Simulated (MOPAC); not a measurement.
Input for MOPAC: PM3 on aminoborane (SMILES BN).

```
PM3 1SCF PRECISE CHARGE=0 THREADS=1
BH4N

B      0.23903497 1    -0.70673687 1     3.99657371 1
N     -0.02322380 1     0.45598006 1     3.28288547 1
H     -0.47201678 1    -1.65115509 1     3.84272471 1
H      1.17865095 1    -0.73542511 1     4.73053208 1
H      0.51971914 1     1.29865772 1     3.38316848 1
H     -0.81313720 1     0.56572935 1     2.66528053 1
```

Program output:

```
*******************************************************************************
 **                                                                           **
 **                              MOPAC v23.2.5                                **
 **                                                                           **
 *******************************************************************************
 ** MOPAC's Digital Object Identifier: https://doi.org/10.5281/zenodo.6511958 **
 **                                                                           **
 ** Please cite the open-source release paper for use of this MOPAC version:  **
 ** J. E. Moussa and J. J. P. Stewart (2026)                                  **
 ** MOPAC: An open-source semiempirical molecular orbital program             **
 ** J. Open Source Softw., 11(119), 8025, https://doi.org/10.21105/joss.08025 **
 *******************************************************************************

                              PM3 CALCULATION RESULTS

 *******************************************************************************
 *  PM3        - The PM3 Hamiltonian to be used
 *
 *
 *
 *                 CHARGE ON SYSTEM = 0
 *
 *
 *
 *  PRECISE    - TIGHTER CRITERIA TO BE USED
 *  1SCF       - DO 1 SCF AND THEN STOP
 *  THREADS=1  - MULTI-THREADING NOT USED
 *  T=         - A TIME OF 172800.0 SECONDS REQUESTED
 *  DUMP=N     - RESTART FILE WRITTEN EVERY 7200.0 SECONDS REQUESTED
 *******************************************************************************
PM3 1SCF PRECISE CHARGE=0 THREADS=1
 BH4N

   ATOM   CHEMICAL          X               Y               Z
  NUMBER   SYMBOL      (ANGSTROMS)     (ANGSTROMS)     (ANGSTROMS)

     1       B          0.23903497  *  -0.70673687  *   3.99657371  *
     2       N         -0.02322380  *   0.45598006  *   3.28288547  *
     3       H         -0.47201678  *  -1.65115509  *   3.84272471  *
     4       H          1.17865095  *  -0.73542511  *   4.73053208  *
     5       H          0.51971914  *   1.29865772  *   3.38316848  *
     6       H         -0.81313720  *   0.56572935  *   2.66528053  *



          CARTESIAN COORDINATES

    NO.       ATOM           X           Y           Z

     1         B          0.2390     -0.7067      3.9966
     2         N         -0.0232      0.4560      3.2829
     3         H         -0.4720     -1.6512      3.8427
     4         H          1.1787     -0.7354      4.7305
     5         H          0.5197      1.2987      3.3832
     6         H         -0.8131      0.5657      2.6653

  H: (PM3): J. J. P. STEWART, J. COMP. CHEM. 10, 209 (1989).
  B: (PM3): J. J. P. STEWART, J. MOL. MOD., 10, 155-164 (2004)
  N: (PM3): J. J. P. STEWART, J. COMP. CHEM. 10, 209 (1989).

           Empirical Formula: H4 N B  =     6 atoms



      MOLECULAR POINT GROUP   :   C2v


      RHF CALCULATION, NO. OF DOUBLY OCCUPIED LEVELS = 6


 -------------------------------------------------------------------------------
 PM3 1SCF PRECISE CHARGE=0 THREADS=1
 BH4N



     1SCF WAS SPECIFIED, SO BFGS WAS NOT USED
     SCF FIELD WAS ACHIEVED


                              PM3 CALCULATION
                                                       MOPAC v23.2.5 Linux




          FINAL HEAT OF FORMATION =        -12.52858 KCAL/MOL =     -52.41958 KJ/MOL


          COSMO AREA              =         71.03 SQUARE ANGSTROMS
          COSMO VOLUME            =         52.50 CUBIC ANGSTROMS

          IONIZATION POTENTIAL    =         11.353529 EV
          HOMO LUMO ENERGIES (EV) =        -11.354  1.874
          NO. OF FILLED LEVELS    =          6
          MOLECULAR WEIGHT        =         28.8483         POINT GROUP:  C2v

          MOLECULAR DIMENSIONS (Angstroms)

            Atom       Atom       Distance
            H     6    H     4     3.15047
            H     3    H     5     3.01654
            N     2    H     4     0.02520


          SCF CALCULATIONS        =          1





   ATOM   CHEMICAL          X               Y               Z
  NUMBER   SYMBOL      (ANGSTROMS)     (ANGSTROMS)     (ANGSTROMS)

     1       B          0.23903497  *  -0.70673687  *   3.99657371  *
     2       N         -0.02322380  *   0.45598006  *   3.28288547  *
     3       H         -0.47201678  *  -1.65115509  *   3.84272471  *
     4       H          1.17865095  *  -0.73542511  *   4.73053208  *
     5       H          0.51971914  *   1.29865772  *   3.38316848  *
     6       H         -0.81313720  *   0.56572935  *   2.66528053  *

                             CARTESIAN COORDINATES

   1    B        0.239034970    -0.706736870     3.996573710
   2    N       -0.023223800     0.455980060     3.282885470
   3    H       -0.472016780    -1.651155090     3.842724710
   4    H        1.178650950    -0.735425110     4.730532080
   5    H        0.519719140     1.298657720     3.383168480
   6    H       -0.813137200     0.565729350     2.665280530


           Empirical Formula: H4 N B  =     6 atoms



      MOLECULAR POINT GROUP   :   C2v


                  EIGENVALUES
 -30.39191 -19.61229 -17.39410 -14.56517 -11.66307 -11.35353   1.87381   2.40523
   3.99015   5.24020   5.81406   6.16877


              NET ATOMIC CHARGES AND DIPOLE CONTRIBUTIONS

  ATOM NO.   TYPE          CHARGE      No. of ELECS.   s-Pop       p-Pop
    1          B          -0.463949        3.4639     1.01103     2.45292
    2          N           0.402178        4.5978     1.19802     3.39980
    3          H           0.036785        0.9632     0.96321
    4          H           0.036927        0.9631     0.96307
    5          H          -0.006230        1.0062     1.00623
    6          H          -0.005711        1.0057     1.00571
 DIPOLE           X         Y         Z       TOTAL
 POINT-CHG.    -0.445     1.979    -1.221     2.368
 HYBRID        -0.156     0.565    -0.289     0.654
 SUM           -0.602     2.544    -1.510     3.019


          ATOMIC ORBITAL ELECTRON POPULATIONS

     Atom    s        px        py        pz
    1  B   1.01103   0.86150   0.86822   0.72320
    2  N   1.19802   1.10326   1.05233   1.24421
    3  H   0.96321
    4  H   0.96307
    5  H   1.00623
    6  H   1.00571

 **********************
 *                    *
 * JOB ENDED NORMALLY *
 *                    *
 **********************




 == MOPAC DONE ==
```

The run finished.

Cost: about 0.04 core-seconds (a rough figure).
